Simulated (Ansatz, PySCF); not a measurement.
Hf(OMe)(H)3 (CH6HfO), SMILES C[O][HfH3], multiplicity 1. Atoms are numbered in the order given.

```xyz
9

Hf    -0.5174     0.1005     0.3050
O      0.8081    -0.3182    -0.9863
C      1.7850    -0.6273    -1.9403
H      1.3123    -0.9261    -2.8909
H      2.4286     0.2482    -2.1284
H      2.4176    -1.4585    -1.5865
H      0.3474     0.6164     1.8741
H     -1.5507    -1.4253     0.5873
H     -1.5591     1.4927    -0.3674
```

Geometry: B3LYP-D3(BJ)/def2-SVP. The spin state was assumed, not searched. The structure was generated by enumeration; whether it is a known compound was not checked. The def2 effective core potentials stand for the cores of Hf; spin–orbit coupling is left out.

Two levels are set side by side: PBE-D3(BJ)/def2-SVP (Ansatz, a program for electronic structure) and B3LYP-D3(BJ)/def2-SVP (Ansatz). Each level has its own optimised geometry; the coordinates shown are those of the second. Frequencies come from the Hessian of PySCF at each geometry. Differences are taken from unrounded values.

```tsv
quantity	B3LYP-D3(BJ)
mean bond length (Å)	1.525
bond Hf1–O2 (Å)	1.897
bond O2–C3 (Å)	1.400
bond Hf1–H7 (Å)	1.864
bond Hf1–H8 (Å)	1.864
bond Hf1–H9 (Å)	1.864
bond C3–H4 (Å)	1.103
bond C3–H5 (Å)	1.103
bond C3–H6 (Å)	1.103
highest harmonic wavenumber (cm⁻¹)	3099
mean harmonic wavenumber (cm⁻¹)	1228
zero-point energy (kcal/mol)	36.86
```

**Question.** What does PBE-D3(BJ) give, and how far is it from B3LYP-D3(BJ)? (An estimate is asked for; the answer gives what the named calculation found.)

**Answer.** 
```json
[
 {"quantity": "mean bond length (Å)", "PBE-D3(BJ)": "1.530", "PBE-D3(BJ) minus B3LYP-D3(BJ)": "0.005"},
 {"quantity": "bond Hf1–O2 (Å)", "PBE-D3(BJ)": "1.895", "PBE-D3(BJ) minus B3LYP-D3(BJ)": "-0.002"},
 {"quantity": "bond O2–C3 (Å)", "PBE-D3(BJ)": "1.402", "PBE-D3(BJ) minus B3LYP-D3(BJ)": "0.002"},
 {"quantity": "bond Hf1–H7 (Å)", "PBE-D3(BJ)": "1.869", "PBE-D3(BJ) minus B3LYP-D3(BJ)": "0.005"},
 {"quantity": "bond Hf1–H8 (Å)", "PBE-D3(BJ)": "1.869", "PBE-D3(BJ) minus B3LYP-D3(BJ)": "0.005"},
 {"quantity": "bond Hf1–H9 (Å)", "PBE-D3(BJ)": "1.869", "PBE-D3(BJ) minus B3LYP-D3(BJ)": "0.005"},
 {"quantity": "bond C3–H4 (Å)", "PBE-D3(BJ)": "1.111", "PBE-D3(BJ) minus B3LYP-D3(BJ)": "0.008"},
 {"quantity": "bond C3–H5 (Å)", "PBE-D3(BJ)": "1.111", "PBE-D3(BJ) minus B3LYP-D3(BJ)": "0.008"},
 {"quantity": "bond C3–H6 (Å)", "PBE-D3(BJ)": "1.111", "PBE-D3(BJ) minus B3LYP-D3(BJ)": "0.008"},
 {"quantity": "highest harmonic wavenumber (cm⁻¹)", "PBE-D3(BJ)": "3038", "PBE-D3(BJ) minus B3LYP-D3(BJ)": "-61"},
 {"quantity": "mean harmonic wavenumber (cm⁻¹)", "PBE-D3(BJ)": "1197", "PBE-D3(BJ) minus B3LYP-D3(BJ)": "-31"},
 {"quantity": "zero-point energy (kcal/mol)", "PBE-D3(BJ)": "35.95", "PBE-D3(BJ) minus B3LYP-D3(BJ)": "-0.92"}
]
```

GGA bonds tend to be longer and softer than those of functionals with exact exchange. Differences between two approximate levels are no errors against the true value.
